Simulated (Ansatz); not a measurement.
Reactions of `[Cl][Cd][Br]`.

Isolated molecules relaxed with PBE0-D4/def2-TZVP in Ansatz; ΔE leaves out vibrations. CCSD(T)/CBS adds triple-zeta CCSD(T) − MP2 to the extrapolated MP2 energy (def2 sets, frozen cores). This one scheme is used for every species, atoms too. DFT in def2-TZVPP. Open shells (•) are unrestricted, without spin–orbit coupling. Spin–orbit coupling would lower the free atoms: a little for Cl; clearly for Br. Elements past krypton have def2 core potentials. Bonds to Br, Cd, Nb are less sure, by a few kJ/mol each and by 10 to 20 or more in all where they break to atoms, as the def2 sets lack core-valence functions. Scalar relativity is left out up to krypton. One conformer a species, not always the lowest.

| reaction | CCSD(T)/def2-SVP (kcal/mol) | PBE-D4 (kcal/mol) | PBE0-D4 (kcal/mol) | LDA (SPW92) (kcal/mol) | CCSD(T)/CBS(def2) (kcal/mol) |
| --- | --- | --- | --- | --- | --- |
| `[Cl][Cd][Br]` + H–F → `[F][Cd][Br]` + HCl | 19.5 | 18.5 | 21.4 | 19.8 | 21.4 |
| `[Cl][Cd][Br]` + H₂O → `[OH][Cd][Cl]` + HBr | 33.2 | 30.8 | 34.5 | 30.2 | 34.1 |
| `[Cl][Cd][Br]` + HBr → `[Br][Cd][Br]` + HCl | -6.0 | -5.6 | -6.1 | -5.3 | -6.1 |
| `[Cl][Cd][Br]` + H–F → `[F][Cd][Cl]` + HBr | 25.7 | 24.2 | 27.6 | 25.3 | 27.6 |
| `[Cl][Cd][Br]` + silanol → `[SiH3][O][Cd][Br]` + HCl | 19.5 | 21.9 | 23.6 | 22.1 | 22.3 |
| `[Cl][Cd][Br]` + H₂O → `[OH][Cd][Br]` + HCl | 27.2 | 25.4 | 28.6 | 25.0 | 28.1 |
| `[Cl][Cd][Br]` + NH₃ → `[NH2][Cd][Br]` + HCl | 30.3 | 28.4 | 31.2 | 26.7 | 30.9 |
| `[Cl][Cd][Br]` + `[NH2][Nb]([OH])([F])=[S]` → `[OH][Cd][Br]` + `[NH2][Nb]([F])(=[S])[Cl]` | 22.8 | 18.8 | 21.5 | 19.7 | 20.2 |
| `[Cl][Cd][Br]` + CH₄ → `[CH3][Cd][Br]` + HCl | 32.3 | 28.9 | 31.1 | 26.4 | 31.6 |
| `[Cl][Cd][Br]` → Br• + Cd (atom) + Cl• | 116.3 | 127.3 | 128.6 | 148.7 | 129.6 |

Largest T1 diagnostic: 0.023, for `[NH2][Nb]([OH])([F])=[S]`.
